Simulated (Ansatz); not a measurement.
A nudged elastic band was laid between two geometries of CH10Si2Sn (14 atoms, charge 0, multiplicity 1).

Level of theory: Ansatz, RKS PBE-D4/def2-SVP.

| Property | Result |
| --- | --- |
| movable images | 7 |
| climbing image | yes |
| spring | 5.0 eV/Å² |
| optimiser | quadratic models (default) |
| start path | IDPP |
| force threshold | 0.03 eV/Å |
| iteration limit | 60 |
| end points | relaxed |

First end point:

```xyz
14
Properties=species:S:1:pos:R:3
C -0.822 1.603 -1.266
Sn -0.468 0.262 0.418
Si 1.972 0.504 1.248
Si -0.915 -2.185 -0.295
H -1.869 1.497 -1.610
H -0.645 2.649 -0.951
H -0.137 1.350 -2.097
H -1.558 0.699 1.697
H 2.236 -0.407 2.417
H 2.265 1.920 1.673
H 2.926 0.140 0.140
H -0.660 -3.135 0.845
H -0.002 -2.560 -1.434
H -2.338 -2.367 -0.757
```

Last end point:

```xyz
14
Properties=species:S:1:pos:R:3
C -1.430 1.518 -0.726
Sn -0.304 0.180 0.577
Si 2.223 0.732 0.467
Si -0.691 -2.281 -0.127
H -2.509 1.282 -0.654
H -1.264 2.567 -0.413
H -1.097 1.392 -1.773
H -0.869 0.410 2.203
H 3.004 -0.160 1.395
H 2.486 2.165 0.850
H 2.735 0.519 -0.934
H -2.150 -2.649 -0.048
H 0.085 -3.220 0.759
H -0.231 -2.485 -1.547
```

Task: Which bonds break or form, and what moves?

Result: No bond is made or broken. The dihedral Si3–Sn2–Si4–H12 goes from 58 to 179°. The two ends are copies of one structure, up to a mirror image or an exchange of like atoms.

Task: Give the energies along the band, and the barrier.

Result: It converged. The highest image is number 4 of 0 to 8, 0.020 eV above the ends, which have the same energy within 2 meV. A vibrational analysis at the climbing image gives one clearly imaginary mode, 56i cm⁻¹: a first-order saddle point.

| image | path coordinate (Å) | energy (eV) | dihedral Si3–Sn2–Si4–H12 (°) |
| --- | --- | --- | --- |
| 0 | 0.00 | 0.000 | 58 |
| 1 | 0.61 | 0.002 | 73 |
| 2 | 1.22 | 0.009 | 88 |
| 3 | 1.83 | 0.017 | 103 |
| 4 | 2.44 | 0.020 | 119 |
| 5 | 3.04 | 0.018 | 134 |
| 6 | 3.65 | 0.011 | 149 |
| 7 | 4.25 | 0.003 | 164 |
| 8 | 4.86 | 0.000 | 179 |

Task: What is the geometry of the highest image?

Result: 
```xyz
14
Properties=species:S:1:pos:R:3
C -1.334 1.560 -0.813
Sn -0.334 0.187 0.554
Si 2.206 0.679 0.613
Si -0.743 -2.270 -0.177
H -2.421 1.350 -0.822
H -1.167 2.603 -0.482
H -0.929 1.431 -1.835
H -0.997 0.428 2.141
H 2.905 -0.244 1.575
H 2.481 2.100 1.031
H 2.799 0.470 -0.757
H -1.449 -3.050 0.901
H 0.562 -2.960 -0.477
H -1.591 -2.313 -1.423
```

The band took 5 iterations and roughly 2.4 core-minutes.

The run took 74 s on 2 threads of Intel(R) Xeon(R) Platinum 8559C (Emerald Rapids), on a shared host, peak memory 0.2 GiB.
